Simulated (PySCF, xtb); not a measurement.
silyloxysilylformaldehyde (CH6O2Si2), SMILES C([SiH2]O[SiH3])=O.

GFN2-xTB (xtb) at its own geometry gives an orbital gap of 2.42 eV and a dipole moment of 3.21 D.

Geometry optimised at B3LYP-D3(BJ)/def2-SVP. One conformer was computed; it need not be the lowest.

What does PBE/def2-TZVP in PySCF give? (The exact figures need the calculation; the answer reports its results.)

gap 2.77 eV (levels -5.68 and -2.92 eV), dipole 2.22 D.
